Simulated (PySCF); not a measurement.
Species: [(F)3Hf]2O (singlet state).
Bonds: Hf1–F2, Hf1–F3, Hf1–F4, Hf1–O5, O5–Hf6, Hf6–F7, Hf6–F8, Hf6–F9.

Method: PBE0-D3(BJ)/def2-SVP geometry optimisation, gas phase, def2 core potentials past Kr (PySCF 2.14.0); density fitting, grid level 1; the optimiser is geomeTRIC in internal coordinates, started from a GFN2-xTB structure with every atom displaced at random (about 0.03 Å).

Step 3: E = -20946.8454 eV
```
atom  x, y, z in Å  |  force x, y, z in eV/Å
Hf1     0.0636    1.8042   -0.7675   -0.184  -0.348  -0.013
F2      1.8282    2.2029   -1.3805   -0.039  -0.061   0.073
F3     -1.1590    1.9400   -2.2348    0.161  -0.064   0.185
F4     -0.4320    3.0765    0.5664   -0.024  -0.094  -0.025
O5     -0.0234   -0.0196   -0.0210    0.115   0.185  -0.019
Hf6    -0.0331   -1.8212    0.7623   -0.032   0.234  -0.132
F7      0.9753   -1.8582    2.3823   -0.006   0.063  -0.024
F8     -1.8316   -2.3395    1.1347    0.036   0.057  -0.005
F9      0.7448   -3.0546   -0.4676   -0.026   0.028  -0.039
```

Step 4: E = -20946.8654 eV
```
atom  x, y, z in Å  |  force x, y, z in eV/Å
Hf1     0.0572    1.7929   -0.7650    0.193  -0.304   0.253
F2      1.8504    2.1467   -1.3301   -0.101   0.009   0.054
F3     -1.1422    1.8771   -2.2369   -0.127   0.027  -0.150
F4     -0.4762    3.0156    0.5995   -0.011   0.025  -0.037
O5     -0.0212   -0.0166   -0.0239    0.083   0.098  -0.022
Hf6    -0.0261   -1.8066    0.7516   -0.087   0.070  -0.091
F7      1.0093   -1.7934    2.3581   -0.026   0.011  -0.077
F8     -1.8413   -2.2645    1.1453    0.158   0.004  -0.016
F9      0.7230   -3.0207   -0.5242   -0.083   0.062   0.086
```

Step 5: E = -20946.8710 eV
```
atom  x, y, z in Å  |  force x, y, z in eV/Å
Hf1     0.0583    1.7859   -0.7601    0.015  -0.068  -0.001
F2      1.8536    2.1464   -1.3070   -0.044   0.012   0.037
F3     -1.1345    1.8724   -2.2472    0.004   0.008   0.010
F4     -0.4885    3.0136    0.5940   -0.007   0.018  -0.017
O5     -0.0192   -0.0163   -0.0246    0.059   0.043  -0.006
Hf6    -0.0273   -1.8026    0.7472   -0.064  -0.025  -0.036
F7      1.0205   -1.7840    2.3423    0.025   0.006  -0.013
F8     -1.8346   -2.2624    1.1588    0.060  -0.006   0.000
F9      0.7045   -3.0224   -0.5291   -0.048   0.012   0.027
```

Step 6: E = -20946.8734 eV
```
atom  x, y, z in Å  |  force x, y, z in eV/Å
Hf1     0.0590    1.7814   -0.7577   -0.078   0.118  -0.067
F2      1.8580    2.1556   -1.2721    0.032   0.017   0.003
F3     -1.1147    1.8686   -2.2620    0.028  -0.002   0.036
F4     -0.5118    3.0159    0.5809    0.002  -0.002  -0.009
O5     -0.0174   -0.0161   -0.0267    0.025  -0.046   0.018
Hf6    -0.0299   -1.8018    0.7429    0.018  -0.033   0.050
F7      1.0439   -1.7779    2.3205    0.033  -0.004  -0.020
F8     -1.8263   -2.2627    1.1839   -0.043  -0.014   0.018
F9      0.6720   -3.0325   -0.5354   -0.017  -0.033  -0.029
```

Problem. Estimate the geometry and energy of step 7. (The exact step hangs on the optimiser's Hessian estimate; all steps are aligned on step 6, rigid shifts and turns removed.)

Solution. E = -20946.8747 eV, largest force 0.291 eV/Å
```
atom  x, y, z in Å  |  force x, y, z in eV/Å
Hf1     0.0595    1.7794   -0.7552   -0.141   0.214  -0.138
F2      1.8665    2.1779   -1.2122    0.081   0.015  -0.034
F3     -1.0765    1.8604   -2.2908    0.051  -0.007   0.067
F4     -0.5566    3.0201    0.5563    0.008  -0.004   0.027
O5     -0.0146   -0.0168   -0.0281   -0.017  -0.097   0.029
Hf6    -0.0329   -1.8028    0.7397    0.061  -0.020   0.075
F7      1.0892   -1.7760    2.2813    0.058  -0.025   0.007
F8     -1.8149   -2.2600    1.2298   -0.126  -0.018   0.031
F9      0.6132   -3.0516   -0.5465    0.026  -0.059  -0.063
```

The energy changes by -0.0014 eV. The first-order estimate −F·Δx gives -0.0049 eV and the mean of the old and new forces, exact on a quadratic surface, -0.0021 eV. The step makes an angle of 80° with the force vector and moves no atom by more than 0.064 Å.

The cost below is that of the whole optimisation. Time: 12 min wall; peak memory 0.68 GiB. Hardware: AMD EPYC, one thread (shared host).
